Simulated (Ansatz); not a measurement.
Reaction (ligand exchange at the Sc–C bond): `[CH3][Sc]([F])[Cl]` + HCl → `[F][Sc]([Cl])[Cl]` + CH₄

Gas-phase electronic energies from Ansatz, PBE0-D4/def2-TZVP geometries. CCSD(T)/CBS is the MP2 limit (def2-TZVPP, def2-QZVPP) plus CCSD(T) − MP2 in def2-TZVPP, frozen cores. This one scheme is used for every species. Functionals use def2-TZVPP. For Sc outer-core shells are correlated without core-valence functions, which leaves a few kJ/mol of doubt a bond. Scalar relativity is left out up to krypton.

CCSD(T)/CBS gives -233.2 kJ/mol.

Question: Another level gave -235.2 kJ/mol. Which?
A. CAM-B3LYP-D4/def2-TZVPP
B. BHLYP/def2-TZVPP
C. RPA@PBE/def2-TZVPP
D. PBE/def2-TZVPP

Answer: D. PBE -235.2, CAM-B3LYP-D4 -239.6, BHLYP -245.7, RPA@PBE/def2-TZVPP -231.1 kJ/mol.

Largest T1 diagnostic among the species: 0.015.

In def2-TZVPP, CCSD(T) changes the Hartree–Fock value by +17.3 kJ/mol (the triples alone add −0.8 kJ/mol) and MP2 by +12.8 kJ/mol. From BLYP to BHLYP (50 % exact exchange), in def2-TZVPP and without D4, ΔE moves by −5.3 kJ/mol.
